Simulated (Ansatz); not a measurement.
Consider the formal exchange of groups at a Ga–S bond: `C[S][GaH2]` + `BC(C)(C)C` → `[BH2][GaH2]` + `CSC(C)(C)C`.

Computed with Ansatz on PBE0-D4/def2-TZVP structures; ΔE is electronic, products minus reactants. CCSD(T)/CBS adds triple-zeta CCSD(T) − MP2 to the extrapolated MP2 energy (def2 sets, frozen cores). Functionals use def2-TZVPP. B3LYP here is the variant with VWN-RPA as its local correlation; programs differ in this. For Ga outer-core shells are correlated without core-valence functions, which leaves a few kJ/mol of doubt a bond. Scalar relativity is left out up to krypton.

```json
{"level": "BLYP-D4", "ΔE (kcal/mol)": "32.6", "difference from CCSD(T)/CBS": "0.0"}
{"level": "B3LYP-D4", "ΔE (kcal/mol)": "33.3", "difference from CCSD(T)/CBS": "0.7"}
{"level": "ωB97X-V", "ΔE (kcal/mol)": "32.3", "difference from CCSD(T)/CBS": "-0.3"}
{"level": "revPBE", "ΔE (kcal/mol)": "34.0", "difference from CCSD(T)/CBS": "1.4"}
{"level": "BLYP", "ΔE (kcal/mol)": "34.5", "difference from CCSD(T)/CBS": "1.9"}
{"level": "PBE0", "ΔE (kcal/mol)": "34.0", "difference from CCSD(T)/CBS": "1.4"}
{"level": "BHLYP", "ΔE (kcal/mol)": "35.0", "difference from CCSD(T)/CBS": "2.4"}
{"level": "CAM-B3LYP", "ΔE (kcal/mol)": "34.1", "difference from CCSD(T)/CBS": "1.5"}
{"level": "CCSD(T)/def2-TZVPP", "ΔE (kcal/mol)": "32.7", "difference from CCSD(T)/CBS": "0.1"}
{"level": "MP2/def2-QZVPP", "ΔE (kcal/mol)": "33.6", "difference from CCSD(T)/CBS": "1.0"}
{"level": "CCSD(T)/CBS", "ΔE (kcal/mol)": "32.6", "difference from CCSD(T)/CBS": "0"}
```

Largest T1 diagnostic among the species: 0.014.

The D4 term adds −1.4 kcal/mol with B3LYP and −0.9 kcal/mol with PBE0; it sums over pairs of atoms, weighted by their polarisabilities, and B3LYP, whose exchange is more repulsive, gets the larger term. In def2-TZVPP, CCSD(T) changes the Hartree–Fock value by −2.9 kcal/mol (the triples alone add −0.2 kcal/mol) and MP2 by −2.0 kcal/mol. Leaving LDA and LC-ωPBE aside and taking each functional with its dispersion term where it has one, the values, not all of them listed here, spread over 2.8 kcal/mol, from revPBE-D4 to B2PLYP. LDA lies −0.8 kcal/mol from PBE without D4.
